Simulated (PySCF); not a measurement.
## Correlation energy of Al⁺ (aluminium, charge +1)

[Ne] 3s1 4s1, high-spin 3S determinant (an excited configuration). Calculation: PySCF 2.14, in x2c-QZVPPall with one added diffuse shell each of s, p, d, f type (10s7p5d3f1g, 86 functions); scalar relativity by spin-free X2C-1e. Frozen: [Ne]; 2 electrons correlated.

With two correlated electrons CCSD is exact within the correlated space (frozen core and kept virtual orbitals).

```csv
level,correlation energy (mhartree)
CCSD,-6.56
```

Diagnostics: T1 = 0.011, D1 = 0.0223, largest double amplitude 0.058.

The outer electron is Rydberg-like, and this basis confines it to a smaller radius and binds it less than a complete one would.

Cost of the coupled-cluster step: roughly 14 core-seconds, for 2 correlated electrons.

Iterations:

```
CC2 = 0
CCSD nocc = (np.int64(2), np.int64(0)), nmo = (81, 81)
frozen orbitals [[0, 1, 2, 3, 4], [0, 1, 2, 3, 4]]
max_cycle = 100
direct = 0
conv_tol = 1e-08
conv_tol_normt = 1e-06
diis_space = 8
diis_start_cycle = 0
Init t2, MP2 energy = -0.00338637253686365
Init E_corr(UCCSD) = -0.00338637253696551
cycle = 1  E_corr(UCCSD) = -0.00487204028475156  dE = -0.00148566775  norm(t1,t2) = 0.0321185
cycle = 2  E_corr(UCCSD) = -0.00563082459915996  dE = -0.000758784314  norm(t1,t2) = 0.0180872
cycle = 3  E_corr(UCCSD) = -0.00657229356570685  dE = -0.000941468967  norm(t1,t2) = 0.0103217
cycle = 4  E_corr(UCCSD) = -0.00655725443009322  dE = 1.50391356e-05  norm(t1,t2) = 0.000583223
cycle = 5  E_corr(UCCSD) = -0.00656137086014904  dE = -4.11643006e-06  norm(t1,t2) = 9.47139e-05
cycle = 6  E_corr(UCCSD) = -0.00655970138048967  dE = 1.66947966e-06  norm(t1,t2) = 2.38175e-05
cycle = 7  E_corr(UCCSD) = -0.00656023463785186  dE = -5.33257362e-07  norm(t1,t2) = 6.40348e-06
cycle = 8  E_corr(UCCSD) = -0.00656020732100005  dE = 2.73168518e-08  norm(t1,t2) = 1.90143e-06
cycle = 9  E_corr(UCCSD) = -0.00656015364297217  dE = 5.36780279e-08  norm(t1,t2) = 1.98612e-06
cycle = 10  E_corr(UCCSD) = -0.00656016611254102  dE = -1.24695688e-08  norm(t1,t2) = 1.76233e-07
cycle = 11  E_corr(UCCSD) = -0.00656016618543937  dE = -7.28983523e-11  norm(t1,t2) = 3.37142e-08
UCCSD converged
E(UCCSD) = -241.7411598499441  E_corr = -0.00656016618543937
```
